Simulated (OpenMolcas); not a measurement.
# Ionisation energies of iron

```json
{
  "Program": "OpenMolcas",
  "Basis": "ANO-R2 [6s5p4d2f1g]",
  "Scalar Hamiltonian": "X2C, finite nucleus",
  "Spin-orbit coupling": "state interaction with AMFI integrals over the reference wave functions, term energies averaged over their components"
}
```

Active shells in each charge state: the valence d shell, with orbitals averaged over the low states. Where CASPT2's correlated closed shells are named, they are those of the first ion.

A. CASSCF
B. SS-CASPT2, IPEA 0.25 Eh, imaginary shift 0.1 Eh (closed shells correlated: 3s 3p)
C. SS-CASPT2, IPEA 0.25 Eh, imaginary shift 0.1 Eh (closed shells correlated: 2s 2p 3s 3p)
D. SS-CASPT2, IPEA 0.25 Eh, imaginary shift 0.1 Eh (closed shells correlated: none)
E. SS-CASPT2, IPEA 0 Eh, imaginary shift 0.1 Eh (closed shells correlated: 3s 3p)

Energies in eV between the lowest computed levels, named as in B; reference values from the NIST Atomic Spectra Database with their kind.

| From | To | A | B | C | D | E | Spin-orbit share in B | Reference |
| --- | --- | --- | --- | --- | --- | --- | --- | --- |
| Fe2+ 3d⁶ ⁵D₄ | Fe3+ 3d⁵ ⁶S_5/2 | 28.229 | 30.520 | 30.535 | 29.978 | 30.523 | +0.052 | 30.651 (measured) |
| Fe3+ 3d⁵ ⁶S_5/2 | Fe4+ 3d⁴ ⁵D₀ | 53.758 | 55.001 | 55.025 | 54.621 | 55.068 | -0.099 | 54.910 (measured) |
| Fe4+ 3d⁴ ⁵D₀ | Fe5+ 3d³ ⁴F_3/2 | 74.196 | 75.301 | 75.335 | 74.863 | 75.341 | -0.047 | 75.000 (semi-empirical) |
| Fe5+ 3d³ ⁴F_3/2 | Fe6+ 3d² ³F₂ | 98.142 | 99.015 | 99.050 | 98.529 | 99.060 | -0.015 | 98.985 (measured) |
| Fe6+ 3d² ³F₂ | Fe7+ 3d ²D_3/2 | 124.084 | 124.812 | 124.847 | 124.231 | 124.869 | +0.029 | 124.967 (measured) |
| Fe7+ 3d ²D_3/2 | Fe8+ 3p⁶ ¹S₀ | 150.034 | 150.744 | 150.748 | 150.034 | 150.792 | +0.132 | 151.060 (measured) |

Error against the reference values, in %:

```json
{"From": "Fe2+", "Reference": "measured", "A": "-7.9", "B": "-0.4", "C": "-0.4", "D": "-2.2", "E": "-0.4"}
{"From": "Fe3+", "Reference": "measured", "A": "-2.1", "B": "+0.2", "C": "+0.2", "D": "-0.5", "E": "+0.3"}
{"From": "Fe4+", "Reference": "semi-empirical", "A": "-1.1", "B": "+0.4", "C": "+0.4", "D": "-0.2", "E": "+0.5"}
{"From": "Fe5+", "Reference": "measured", "A": "-0.9", "B": "0", "C": "+0.1", "D": "-0.5", "E": "+0.1"}
{"From": "Fe6+", "Reference": "measured", "A": "-0.7", "B": "-0.1", "C": "-0.1", "D": "-0.6", "E": "-0.1"}
{"From": "Fe7+", "Reference": "measured", "A": "-0.7", "B": "-0.2", "C": "-0.2", "D": "-0.7", "E": "-0.2"}
```

Mean absolute error over the 5 measured values: A 1.27 eV, B 0.14 eV, C 0.15 eV, D 0.64 eV, E 0.15 eV.

The lowest level within the active space need not be the ion's true ground level.
